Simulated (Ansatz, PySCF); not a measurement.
This triplet is an excited state, 0.87 eV above the relaxed singlet at the level frozen-core CCSD(T)/cc-pVTZ // PBE0-D3(BJ)/def2-TZVP (Ansatz, a program for electronic structure).

```xyz
6

B     -0.9790    -0.0695     0.4931
C      0.4963     0.1419     0.3981
O      1.3422     0.0082    -0.5883
H     -1.5656    -0.4337    -0.4881
H     -1.5359     0.1253     1.5292
H      2.2419     0.2278    -0.3143
```

Charge 0, multiplicity 3.

**Question.** Give the Mulliken and meta-Löwdin atomic charges from PBE0-D3(BJ)/def2-TZVP run with PySCF.

**Answer.** 
```csv
atom,Mulliken (e),meta-Löwdin (e)
B1,-0.17,-0.19
C2,0.07,0.12
O3,-0.30,-0.36
H4,0.02,0.02
H5,0.02,0.03
H6,0.36,0.38
```
